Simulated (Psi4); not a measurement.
Pair of molecules, SMILES C=C with SMILES COC (the first has 6 atoms); geometry from B3LYP-D3(BJ)/def2-TZVP, rigid monomers moved along the line of their centres of mass till H5···O8 is 2.20 Å.
(charge 0, multiplicity 1):
```xyz
15

C      0.5184    -0.5038     0.2877
C     -0.3977     0.4366     0.4691
H      0.8600    -0.7904    -0.6998
H      0.9667    -1.0288     1.1230
H     -0.7351     0.7185     1.4592
H     -0.8421     0.9575    -0.3710
C      0.7278     0.7554     3.9029
O     -0.6306     0.4756     3.6430
C     -0.9420    -0.8918     3.7990
H      1.3878     0.2099     3.2166
H      0.9993     0.4912     4.9331
H      0.8739     1.8245     3.7583
H     -0.3613    -1.5165     3.1086
H     -2.0013    -1.0121     3.5781
H     -0.7475    -1.2306     4.8248
```

Computed with SAPT0/jun-cc-pV(D+d)Z in Psi4 1.11.

Q: Give the four SAPT terms and the total, and say what mostly holds the pair together.

A: electrostatics -3.69, exchange 6.85, induction -1.05, dispersion -2.95, total -0.84 kcal/mol; the largest attraction is electrostatics.
